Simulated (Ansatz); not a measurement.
`[OH][Ti]([F])([Cl])[I]` and `[OH][Zr]([F])([Cl])[I]` differ in one element.

Ansatz, PBE0-D4/def2-TZVP geometries, multiplicity 1. Each molecule was computed in one conformer, which needn't be the lowest.

Elements past krypton have def2 core potentials. Scalar relativity is left out up to krypton. Spin–orbit coupling is left out; it splits and shifts lone-pair levels of the heavy atoms by tenths of an eV.

```tsv
property	`[OH][Ti]([F])([Cl])[I]`
size of the dipole moment (PBE/def2-TZVPP) / D	2.33
LUMO energy (PBE0/def2-TZVPP) / eV	-3.27
HOMO–LUMO gap (PBE/def2-TZVPP) / eV	2.88
LUMO energy (PBE/def2-TZVPP) / eV	-4.07
HOMO–LUMO gap (PBE0/def2-TZVPP) / eV	4.81
size of the dipole moment (ωB97M-V/def2-TZVPP) / D	2.44
```

What does the change do to each property? (Best estimate.)

Ansatz gave: 
```csv
property,`[OH][Zr]([F])([Cl])[I]`,shift
size of the dipole moment (PBE/def2-TZVPP) / D,2.78,0.45
LUMO energy (PBE0/def2-TZVPP) / eV,-1.97,1.30
HOMO–LUMO gap (PBE/def2-TZVPP) / eV,4.14,1.26
LUMO energy (PBE/def2-TZVPP) / eV,-2.72,1.35
HOMO–LUMO gap (PBE0/def2-TZVPP) / eV,6.03,1.22
size of the dipole moment (ωB97M-V/def2-TZVPP) / D,2.91,0.47
```

With PBE0 the HOMO rises by 0.07 eV and the LUMO rises by 1.30 eV, so the gap widens by about 1.23 eV. PBE moves the HOMO by 0.08 eV and ωB97M-V by 0.04 eV. Dipoles are sizes alone; their direction can turn.

Positive LUMOs are unbound, so they and the gaps depend on the basis.
